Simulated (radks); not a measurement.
The numbers below are computed, except where a source is named.
Problem. Xe3+, configuration [Kr] 4d10 5s2 5p3. Code: a radial shooting solver on a logarithmic mesh with Libxc functionals. Model: scalar-relativistic Kohn-Sham, PBE, spin-polarised, spherical densities, finite nucleus; open shells are filled with parallel spins first (spin-orbit coupling, left out, can overturn this in heavy ions); Fermi nuclear charge, rms radius 4.7859 fm. Some entries of the table are withheld. Estimate them.

orbital,occ.,eigenvalue (eV),<1/r> (bohr^-1)
1s up,1,-34404.74,58.10
1s down,1,-34404.60,58.10
2s up,1,-5383.198,13.33
2s down,1,-5383.132,13.33
2p up,3,-4834.015,12.73
2p down,3,-4833.895,12.73
3s up,1,-1128.026,4.792
3s down,1,-1127.903,4.792
3p up,3,-950.6297,4.553
3p down,3,-950.4888,4.553
3d up,5,-687.5230,4.311
3d down,5,-687.3881,4.311
4s up,1,-231.1151,1.952
4s down,1,-230.8175,1.952
4p up,3,-174.9079,1.792
4p down,3,-174.5942,1.793
4d up,5,-92.9533,1.515
4d down,5,-92.4726,1.521
5s up,1,(1),0.7467
5s down,1,(2),0.7545
5p up,3,-38.0774,0.6449
5p down,0,-35.2078,0.6437
5d up,0,-21.0786,0.4723
5d down,0,-18.7403,0.4511
6s up,0,-18.6629,0.3468
4f up,0,-16.1301,0.7086
4f down,0,-14.2179,0.7309

Solution. 
(1) 5s up eigenvalue (eV): -51.3365
(2) 5s down eigenvalue (eV): -48.5832
